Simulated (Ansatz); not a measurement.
Isolated molecules relaxed with PBE0-D4/def2-TZVP in Ansatz; ΔE leaves out vibrations. CBS: MP2 limit from def2 TZ/QZ plus the TZ coupled-cluster correction, frozen cores. This one scheme is used for every species. DFT in def2-TZVPP. B3LYP here is the variant with VWN-RPA as its local correlation; programs differ in this. One conformer a species, not always the lowest.

Consider the formal hydrolysis of the Si–O bond: `B[SiH]([SiH3])O[SiH3]` + H₂O → `B[SiH](O)[SiH3]` + silanol.

`B[SiH]([SiH3])O[SiH3]`:

Z-matrix (Å, degrees):
```
Si
Si 1 2.362
O 1 1.647 2 110.7
B 1 1.986 2 105.6 3 -124.1
H 1 1.495 2 106.0 3 118.2
H 2 1.488 1 111.5 3 67.4
H 2 1.488 1 109.4 3 -172.3
H 2 1.489 1 110.1 3 -52.7
Si 3 1.635 1 143.5 2 52.2
H 4 1.195 1 123.7 2 110.1
H 4 1.197 1 118.1 2 -65.3
H 9 1.488 3 110.1 1 -59.9
H 9 1.487 3 110.4 1 60.3
H 9 1.483 3 108.2 1 -179.7
```

H₂O:

Cartesian coordinates in Å:
```
O -0.109 0.369 0.058
H -0.045 -0.330 0.712
H 0.154 -0.039 -0.770
```

`B[SiH](O)[SiH3]`:

Z-matrix (Å, degrees):
```
Si
O 1 1.659
Si 1 2.364 2 111.5
B 1 1.984 2 112.4 3 -117.5
H 1 1.496 2 110.7 3 117.1
H 2 0.958 1 117.2 3 -60.1
H 3 1.491 1 109.6 2 49.7
H 3 1.488 1 111.9 2 -69.9
H 3 1.488 1 110.2 2 169.1
H 4 1.195 1 123.5 2 12.8
H 4 1.197 1 118.2 2 -172.2
```

`O[SiH3]`:

Z-matrix (Å, degrees):
```
Si
O 1 1.648
H 1 1.489 2 111.7
H 1 1.489 2 111.7 3 120.9
H 1 1.481 2 105.9 3 -119.6
H 2 0.957 1 117.9 3 -60.5
```

```csv
level,ΔE (kJ/mol),difference from CCSD(T)/CBS
r2SCAN-D4,16.5,-6.5
PBE0-D4,19.1,-3.9
B3LYP-D4,22.1,-0.9
ωB97X-V,18.2,-4.8
ωB97M-V,17.9,-5.1
B2PLYP,16.2,-6.8
PBE,10.0,-13.0
r2SCAN,14.6,-8.4
HF/def2-TZVPP,19.6,-3.4
MP2/def2-TZVPP,20.8,-2.2
SCS-MP2/def2-TZVPP,20.4,-2.6
CCSD/def2-TZVPP,20.9,-2.1
CCSD(T)/def2-TZVPP,20.9,-2.1
SCS-MP2/def2-QZVPP,21.9,-1.1
HF/CBS(def2),21.2,-1.8
CCSD/CBS(def2),23.0,0.0
CCSD(T)/CBS,23.0,0
```

Largest T1 diagnostic among the species: 0.014.

From PBE to PBE0 (25 % exact exchange), in def2-TZVPP and without D4, ΔE moves by +3.6 kJ/mol. The D4 term adds +9.2 kJ/mol with B3LYP and +5.5 kJ/mol with PBE0; it sums over pairs of atoms, weighted by their polarisabilities, and B3LYP, whose exchange is more repulsive, gets the larger term.
